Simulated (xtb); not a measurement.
Job for xtb: GFN-FF on H4OSi2 (SMILES O[Si][SiH3]), a point of a torsion scan.

```
$ xtb mol.xyz --gfnff --sp --chrg 0 --uhf 0
7

O      2.29635354    -0.28631222    -0.01171130
Si     0.94041609    -1.18788411     0.03463944
Si    -0.95286456     0.09886854     0.01621844
H      2.41630616     0.66377979    -0.03523812
H     -1.68934334    -0.31212642    -1.19518943
H     -1.15517598     1.56248303     0.05476213
H     -1.76674423    -0.39057456     1.14494614
```

It printed:

```
[...]
           -------------------------------------------------
          |                Calculation Setup                |
           -------------------------------------------------



          ==================== Thresholds ====================
          CN  :   150.00000
          rep :   500.00000
          disp:  2500.00000
          HB1 :   250.00000
          HB2 :   450.00000

          Pauling EN used:
          Z : 1  EN :  2.20
          Z : 8  EN :  3.44
          Z :14  EN :  1.90
          electric field strengths (au): 0.000

           -------------------------------------------------
          |           Force Field Initialization            |
           -------------------------------------------------

          distances ...
          ----------------------------------------
          generating topology and atomic info file ...
          pair mat ...
          computing topology distances matrix with Floyd-Warshall algo ...
          making topology EEQ charges ...
          #fragments for EEQ constrain: 1
          ----------------------------------------
          generating topology and atomic info file ...
          pair mat ...
          computing topology distances matrix with Floyd-Warshall algo ...
          making topology EEQ charges ...
          #fragments for EEQ constrain: 1
          rings ...
          # BATM   14
          # H in HB   4
          doing iterative Hueckel for 1 subsystem(s) ...

  atom   neighbors  erfCN metchar sp-hybrid imet pi  qest     coordinates
    1  O       2    1.92   0.00         3    0    0  -0.451    4.339479   -0.541052   -0.022131
    2  Si      2    1.89   0.04         2    0    0   0.167    1.777129   -2.244776    0.065459
    3  Si      4    3.43   0.05         3    0    0   0.023   -1.800653    0.186834    0.030648
    4  H       1    0.98   0.00         0    0    0   0.219    4.566157    1.254362   -0.066590
    5  H       1    0.96   0.01         0    0    0   0.014   -3.192396   -0.589833   -2.258581
    6  H       1    0.96   0.01         0    0    0   0.014   -2.182966    2.952665    0.103485
    7  H       1    0.96   0.01         0    0    0   0.014   -3.338663   -0.738079    2.163635

          #atoms :   7
          #bonds :   6
          #angl  :   8
          #tors  :   4
          #nmol  :   1
          #optfrag :   1
           -------------------------------------------------
          |                   G F N - F F                   |
          |          A general generic force-field          |
          |                  Version 1.0.3                  |
           -------------------------------------------------
          Number of HB bonds (bound hydrogen)     24
          Number of HB bonds (unbound hydrogen)   24
          Number of XB bonds                      0

 E+G (total)                   0 d,  0 h,  0 min,  0.000 sec
 distance/D3 list               ...        0 min,  0.000 sec (  0.668%)
 non bonded repulsion           ...        0 min,  0.000 sec ( 13.079%)
 dCN                            ...        0 min,  0.000 sec (  4.141%)
 EEQ energy and q               ...        0 min,  0.000 sec ( 20.847%)
 D3                             ...        0 min,  0.000 sec ( 10.416%)
 EEQ gradient                   ...        0 min,  0.000 sec (  4.229%)
 bonds                          ...        0 min,  0.000 sec (  7.980%)
 bend and torsion               ...        0 min,  0.000 sec (  8.376%)
 bonded ATM                     ...        0 min,  0.000 sec (  3.138%)
 HB/XB (incl list setup)        ...        0 min,  0.000 sec ( 22.568%)

         :::::::::::::::::::::::::::::::::::::::::::::::::::::
Note: The following floating-point exceptions are signalling: IEEE_UNDERFLOW_FLAG IEEE_DENORMAL
normal termination of xtb
         ::                     SUMMARY                     ::
         :::::::::::::::::::::::::::::::::::::::::::::::::::::
         :: total energy              -0.663354698398 Eh    ::
         :: gradient norm              0.035950310379 Eh/a0 ::
         ::.................................................::
         :: bond energy               -0.649498439850 Eh    ::
         :: angle energy               0.016029481162 Eh    ::
         :: torsion energy             0.000074970885 Eh    ::
         :: repulsion energy           0.038849248915 Eh    ::
         :: electrostat energy        -0.066055840562 Eh    ::
         :: dispersion energy         -0.002731061583 Eh    ::
         :: HB energy                 -0.000000093509 Eh    ::
         :: XB energy                  0.000000000000 Eh    ::
         :: bonded atm energy         -0.000022963854 Eh    ::
         :: external energy            0.000000000000 Eh    ::
         :: add. restraining           0.000000000000 Eh    ::
         :: total charge               0.000000000000 e     ::
         :::::::::::::::::::::::::::::::::::::::::::::::::::::

           -------------------------------------------------
          |                Property Printout                |
           -------------------------------------------------

molecular dipole:
                 x           y           z       tot (Debye)
 q only:       -0.675       0.149       0.007       1.758

           -------------------------------------------------
          | TOTAL ENERGY               -0.663354698398 Eh   |
          | GRADIENT NORM               0.035950310379 Eh/α |
           -------------------------------------------------
########################################################################
[WARNING] Runtime exception occurred
-1- gfnff_setup: Could not read topology file.
########################################################################

------------------------------------------------------------------------
------------------------------------------------------------------------
 total:
 SCF:
```

The run finished.

Cost: roughly 0.020 core-seconds.
